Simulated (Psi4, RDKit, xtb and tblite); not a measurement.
Relaxed torsion scan: SMILES CO[SiH](OC)OC. Scanned: dihedral C1–O2–Si3–O4; all other coordinates were relaxed at GFN2-xTB.

Geometry of the scan point at 120° (Å):
```
17

C      2.3328    -1.5865    -0.0271
O      0.9903    -1.2611     0.1795
Si     0.1614     0.0512    -0.2716
O     -1.0137    -0.5155    -1.2145
C     -2.0865     0.1934    -1.7583
O      0.9985     1.1164    -1.1776
C      2.0910     1.9128    -0.8206
H      2.7210    -1.1443    -0.9465
H      2.9339    -1.2347     0.8176
H      2.4147    -2.6728    -0.0916
H     -0.3205     0.6644     0.9624
H     -2.6374    -0.4829    -2.4127
H     -2.7494     0.5491    -0.9658
H     -1.7356     1.0523    -2.3333
H      2.7775     1.3822    -0.1570
H      2.6171     2.1916    -1.7351
H      1.7478     2.8185    -0.3143
```

Levels of theory: GFN2-xTB (xtb and tblite); MMFF94 // GFN2-xTB (RDKit); PBE0/def2-SVP // GFN2-xTB (Psi4); PBE0-D3(BJ)/def2-SVP // GFN2-xTB (Psi4).

Least-squares fit of E(φ) = a0 + Σ (a_n cos nφ + b_n sin nφ), n = 1 to 4, to the 24 scan points, in kJ/mol above the lowest point of each profile (levels whose profile four harmonics don't fit are not listed):

```
method                   a0     a1    b1    a2     b2    a3     b3     a4     b4  rms of fit
--------------------  -----  -----  ----  ----  -----  ----  -----  -----  -----  ----------
GFN2-xTB               7.84  -3.46  3.79  0.18   1.35  1.65   0.01   0.12   0.08        0.08
MMFF94                13.89  -7.49  5.27  1.88   2.33  1.33   0.75   1.36   0.10        0.41
PBE0/def2-SVP          6.63  -7.50  1.07  1.24  -1.23  0.80  -0.03  -0.18  -0.17        0.11
PBE0-D3(BJ)/def2-SVP   6.48  -7.22  0.69  1.22  -1.15  0.80   0.01  -0.17  -0.17        0.11
```

MMFF94 has few fitted parameters for silicon.
